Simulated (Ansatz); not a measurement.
Reaction (cleavage of the Si–Ge bond): `[SiH3][GeH2][SiH3]` + `CB(N)O` → `CB(N)O[SiH3]` + `[SiH3][GeH3]`

Calculated with Ansatz (gas phase, PBE0-D4/def2-TZVP geometries, no zero-point term in ΔE). CCSD(T)/CBS is the MP2 limit (def2-TZVPP, def2-QZVPP) plus CCSD(T) − MP2 in def2-TZVPP, frozen cores. This one scheme is used for every species. DFT in def2-TZVPP. For Ge outer-core shells are correlated without core-valence functions, which leaves a few kJ/mol of doubt a bond. Scalar relativity is left out up to krypton. Each species was taken in one conformer, which may not be the lowest.

CCSD(T)/CBS gives -66.6 kJ/mol.

Another level gave -68.3 kJ/mol. Which?
A. revPBE/def2-TZVPP
B. r2SCANh-D4/def2-TZVPP
C. ωB97X-V/def2-TZVPP
D. B97M-V/def2-TZVPP

C. ωB97X-V -68.3, revPBE -44.5, r2SCANh-D4 -63.9, B97M-V -73.1 kJ/mol.

What do rigid-rotor, harmonic-oscillator terms from PBE0-D4/def2-TZVP frequencies (298.15 K, 1 bar) make of the CCSD(T)/CBS value? (Best estimate.)

Ansatz gave: ΔZPE = -5.6 kJ/mol, ΔH = -72.9 kJ/mol, ΔS = -8 J/(mol·K), ΔG = -70.5 kJ/mol.

Largest T1 diagnostic among the species: 0.012.

Leaving LDA and LC-ωPBE aside and taking each functional with its dispersion term where it has one, the values, not all of them listed here, spread over 30.0 kJ/mol, from BHLYP-D4 to PBE-D4. LDA lies −4.9 kJ/mol from PBE without D4. From PBE to PBE0 (25 % exact exchange), in def2-TZVPP and without D4, ΔE moves by −6.3 kJ/mol. At CCSD(T), def2-SVP lies +4.5 kJ/mol from the extrapolated value and def2-TZVPP −1.1 kJ/mol.
